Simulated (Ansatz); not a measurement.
# BSiH4O2F (SMILES OB(F)O[SiH3]): the vertical ionisation energy from total energies

BSiH4O2F: 9 atoms, total charge 0, spin state singlet. SMILES: `OB(F)O[SiH3]`. The shape is that of a PBE0-D4/def2-TZVP optimisation. This is one conformer, not always the lowest.

Both states at this one shape; open shells run unrestricted unless said. 1 Eh = 27.2114 eV.

| level | program | singlet BSiH4O2F (Eh) | doublet BSiH4O2F+ (Eh) | HOMO of the first (eV) |
| --- | --- | --- | --- | --- |
| HF/STO-3G | Ansatz | -558.220687 | -557.956261 | -9.45 |
| HF/6-31G* (spherical functions) | Ansatz | -565.304129 | -564.887655 | -12.71 |
| B3LYP/6-31G* (Cartesian functions) | Ansatz | -567.235454 | -566.822990 | -8.73 |
| wB97M-V/6-31G* (spherical functions) | Ansatz | -567.106254 | -566.681704 | -11.28 |

Task: Work out the vertical ionisation energy at each level.

Result: 
1. HF/STO-3G: -557.956261 − (-558.220687) = 0.264426 Eh = 7.20 eV; −ε(HOMO) = 9.45 eV.
2. HF/6-31G* (spherical functions): -564.887655 − (-565.304129) = 0.416474 Eh = 11.33 eV; −ε(HOMO) = 12.71 eV.
3. B3LYP/6-31G* (Cartesian functions): -566.822990 − (-567.235454) = 0.412464 Eh = 11.22 eV; −ε(HOMO) = 8.73 eV.
4. wB97M-V/6-31G* (spherical functions): -566.681704 − (-567.106254) = 0.424550 Eh = 11.55 eV; −ε(HOMO) = 11.28 eV.

No measured value is set beside it here; the levels span 7.20 to 11.55 eV. In Hartree–Fock, −ε(HOMO) (Koopmans) exceeds the difference of totals by the orbital relaxation of the ion. Minimal sets are far from the basis-set limit.
